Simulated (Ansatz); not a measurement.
Input file for Ansatz (an electronic-structure program): R-RI-MP2/aug-cc-pV(Q+d)Z on H2O3S (SMILES O=S(O)O). The basis file is the Basis Set Exchange's JSON of that set.

Ansatz 0.2 input:
```yaml
crystal:
  periodic: [false, false, false]
  atoms:
    - {symbol: O, position_ang: [1.14649741, -0.34777723, 0.75222677]}
    - {symbol: S, position_ang: [-0.26283201, 0.46831050, 0.65300635]}
    - {symbol: O, position_ang: [-0.07889129, 1.44607495, -0.41140227]}
    - {symbol: O, position_ang: [-1.23859997, -0.68268420, 0.03240578]}
    - {symbol: H, position_ang: [1.62805302, -0.24382592, -0.08723978]}
    - {symbol: H, position_ang: [-1.19422717, -0.64009809, -0.93899683]}
basis:
  gaussian:
    orbitals: aug-cc-pV_Q+d_Z.json
    fitting: {mean_field: def2-universal-JKFIT, correlation: aug-cc-pVQZ-RIFIT.json}
magnetization: {spin_polarized: false}
correlation: {method: mp2, electrons: outside_noble_gas}
scf: {lower_state_search: off}
```

The log:

```
WARN ansatz: RAYON_NUM_THREADS=4 ignored (pool sized by the plan → 4); use --threads N
Functional definition: HF
these checks for a lower state are left out or cut short: stability, starts, cluster_reference, orbital_swaps, neighbouring_geometries, increment
integrals: 0.64 GiB planned
395 factors; integrals over basis functions are off by at most 2.4e0 eV
mean field: 1.00 GiB planned
mean field evaluation 1: about -16958.3726 eV, gradient 5.4e1 eV
mean field evaluation 2: about -16961.2155 eV, gradient 3.6e1 eV
mean field evaluation 4: about -16963.2629 eV, gradient 1.9e0 eV
mean field evaluation 8: about -16963.2723 eV, gradient 9.8e-7 eV
mean field -16963.27226270 eV, -623.3887575354 hartree, gradient 9.8e-7 eV, S^2 0.000000; 0 other end points of the search recorded, 0 dependent functions left out
8 core orbitals not correlated
858 factors; their error is unknown
reference -16963.27226270 eV, -623.3887575354 hartree; 13, 13 occupied and 400, 400 virtual orbitals, 858 factors
second order -27.04834271 eV of doubles, -0.00000000 eV of singles
Total energy: -16990.32060541 eV, -624.3827657958 hartree
Checks for a lower state left out: stability, starts, cluster_reference, orbital_swaps, neighbouring_geometries, increment
```

The calculation finished and met its thresholds.

Cost: roughly 5 core-seconds.
